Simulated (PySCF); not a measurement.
**Low-lying terms of Mo⁶⁺ (molybdenum, charge +6)**

Ground state [Kr], ¹S. Computed with PySCF 2.14 in x2c-TZVPall with one added diffuse shell each of s, p, d type (9s7p7d1f, 72 functions), with the spin-free X2C one-electron Hamiltonian (Gaussian nucleus). Vertical excitation energies in eV without spin-orbit coupling; excited terms of each kind are numbered among those the solver found. Frozen: [Ar].

| term | leading excitation | EOM-EE-CCSD |
| --- | --- | --- |
| 1 3P° | 4p → d | 38.686 |
| 1 3F° | 4p → d | 40.155 |
| 1 1D° | 4p → d | 42.258 |
| 1 3D° | 4p → d | 42.413 |
| 1 1F° | 4p → d | 42.702 |
| 1 1P° | 4p → d | 52.637 |
| 1 3S | 4p → p | 68.214 |
| 1 3D | 4s → d | 68.567 |
| 2 3D | 4p → p | 69.626 |
| 1 1D | 4p → p | 69.866 |
| 1 1P | 4p → p | 70.405 |
| 2 1D | 4s → d | 70.731 |

The spin-orbit splitting of the hole, absent here, rivals or exceeds the spacing of these terms, so the LS terms are model states.

The solver can miss terms.
